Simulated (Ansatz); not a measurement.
Input file for Ansatz (a program for electronic structure): R-CCSD(T)/cc-pV(D+d)Z on C2H6OSi (SMILES C=C[SiH2]O). Files ending in .json are basis or fitting sets from the Basis Set Exchange.

Ansatz 0.2 input:
```yaml
crystal:
  periodic: [false, false, false]
  atoms:
    - {symbol: C, position_ang: [1.52625297, 0.60905454, -0.08327727]}
    - {symbol: C, position_ang: [0.80218099, -0.49483757, -0.25890212]}
    - {symbol: Si, position_ang: [-1.05408894, -0.53576393, -0.14073489]}
    - {symbol: O, position_ang: [-1.65948202, 0.91185954, 0.38145730]}
    - {symbol: H, position_ang: [2.60908277, 0.61155624, -0.15052537]}
    - {symbol: H, position_ang: [1.06015978, 1.56530103, 0.13013201]}
    - {symbol: H, position_ang: [1.32750030, -1.42333660, -0.47720584]}
    - {symbol: H, position_ang: [-1.66620859, -0.76676756, -1.46630311]}
    - {symbol: H, position_ang: [-1.44515500, -1.64197162, 0.77154716]}
    - {symbol: H, position_ang: [-1.50024225, 1.16490592, 1.29381214]}
basis:
  gaussian:
    orbitals: cc-pV_D+d_Z.json
magnetization: {spin_polarized: false}
correlation: {method: ccsd_t, electrons: outside_noble_gas}
scf: {lower_state_search: off}
```

### Question
What total energy does the run end on?

### Answer
-443.6771 hartree (reference determinant -443.0597, T1 diagnostic 0.011).

### Question
How many basis functions does it have, and what does it roughly cost on one machine?

### Answer
95 functions; roughly 6 core-seconds.
